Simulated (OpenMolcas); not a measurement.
Cl3+: RASPT2 settings compared

```json
{
 "Program": "OpenMolcas 26.06",
 "Basis": "ANO-RCC-VTZP [5s4p2d1f]",
 "Scalar Hamiltonian": "X2C, point nucleus",
 "Active space": "4 electrons in 9 orbitals (RAS2 3s 3p; RAS3 3d, at most 2 electrons)",
 "State averaging": "2S+1 = 3 even, 3 roots; 2S+1 = 1 even, 6 roots; 2S+1 = 5 odd, 1 root; 2S+1 = 3 odd, 9 roots; 2S+1 = 1 odd, 8 roots",
 "Spin-orbit coupling": "RASSI with atomic mean-field integrals over the reference wave functions, term energies averaged over their components"
}
```

Methods on the same reference wave functions:
A. RASSCF
B. SS-RASPT2, IPEA 0.4 Eh, real shift 0.5 Eh (closed shells correlated: 2s 2p)
C. SS-RASPT2, IPEA 0 Eh, no level shift (closed shells correlated: 2s 2p)
D. XMS-RASPT2, IPEA 0 Eh, real shift 0.05 Eh (closed shells correlated: none)

Energies in cm-1 above 3s2 3p2 3P0, the measured ground level; measured values from Moore, Atomic Energy Levels, vol. I, NSRDS-NBS 35 (1971 reprint of NBS Circular 467, 1949).

```tsv
Level	A	B	C	D	Measured
3s2 3p2 3P0	0.0	0.0	0.0	0.0	0.0
3s2 3p2 3P1	445	448	448	448	491
3s2 3p2 3P2	1239	1238	1238	1238	1341
3s2 3p2 1D2	16225	14260	14170	14130	13766
3s2 3p2 1S0	36079	33540	33330	33570	32550
3s 3p3 5S* 2	68209	70180	70210	69850	
3s 3p3 3D* 1	103853	103270	103090	103000	
3s 3p3 3D* 2	103872	103290	103100	103020	
3s 3p3 3D* 3	103931	103350	103160	103080	
3s 3p3 3P* 2	122575	121340	121030	121060	120256
3s 3p3 3P* 1	122598	121360	121050	121080	120274
3s 3p3 3P* 0	122605	121370	121060	121090	
3s 3p3 1D* 2	135989	133660	133370	133550
```

Deviations, from unrounded energies. A percentage is the sum of absolute deviations over the sum of measured energies, with the sign that they share, or ± where signs differ.

| Against measurement | Levels | A | B | C | D |
| --- | --- | --- | --- | --- | --- |
| mean absolute deviation (cm-1) | 6 | 1800 | 630 | 480 | 520 |
| fine structure of the ground term (%) | 2 | -8.1 | -8.0 | -8.0 | -8.0 |
| other terms of the ground configuration (%) | 2 | +12.9 | +3.2 | +2.6 | +3.0 |
| other configurations (%) | 2 | +1.9 | +0.9 | +0.6 | +0.7 |

C lies closest to measurement on these levels and A furthest from it. The largest miss of C in the table is 3s2 3p2 1S0, by +780 cm-1. The ranking rests on the paired levels alone, and a cruder setting can come out closer through cancelling errors.

Among B to D the level of the table that moves most is 3s 3p3 5S* 2, by 360 cm-1 (lowest in D, highest in C). Moves below CASPT2's spread within the term are not significant.

From A to B the spin-free energies of the other terms of 3s2 3p2 shown, above 3P, scale by factors of 0.87 to 0.93.

The lowest spin-free term lies below A's lowest term by 0.033 hartree in B, 0.034 hartree in C, 0.015 hartree in D.

CASPT2 does not keep the components of a term degenerate, so their means are used; among the terms shown or strongly mixed into the levels shown the widest spread is 14 cm-1 (3s2 3p2 1D, B). Configurations are named by rounded mean occupations; where the s occupation lies near a half they are strongly mixed, a name can repeat and a true partner stay unpaired. Some terms take much of their weight from 3d, a shell meant for correlation, so their names are nominal. Some terms mix strongly with configurations of 3d, whose occupation reaches 0.52 (3s 3p3 3D*, 3s 3p3 3P*, 3s 3p3 1D*). Measured partners are found by configuration, term and J. A level has none where our copy of the source lacks it or the pairing is in doubt (some pairs that miss far off the trend of their configuration count as doubtful), and it then counts in no deviation. Only configurations of the active space appear. Levels that lie high or do not pair safely by name in every column are left out.

* marks odd parity.
